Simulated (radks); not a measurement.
Values are calculated unless marked as measured or tabulated.
Charge is removed step by step from the 5p (averaged over the sub-levels emptied) level of neutral caesium, starting from [Xe] 6s1. Code: a radial shooting solver on a logarithmic mesh with Libxc functionals. Model: Dirac Kohn-Sham, PBE, spin-unpolarised, spherical densities, point nucleus.

removed (e)  E - E(0) (eV)  eigenvalue (eV)  E minus straight line (eV)
0                    0.000          -13.556                       0.000
0.25                 3.649          -15.654                      -0.828
0.5                  7.836          -17.854                      -1.119
0.75                12.583          -20.135                      -0.849
1                   17.909          -22.487                       0.000

Removing the whole electron costs 17.909 eV by Delta-SCF, against 13.556 eV from minus the eigenvalue at the starting occupation. Slater's transition state (half an electron removed) gives 17.854 eV. Integrating minus the eigenvalue over the occupation (Janak's theorem) gives 17.909 eV. The mean slope of the eigenvalue, de/dn, is 8.93 eV per electron.
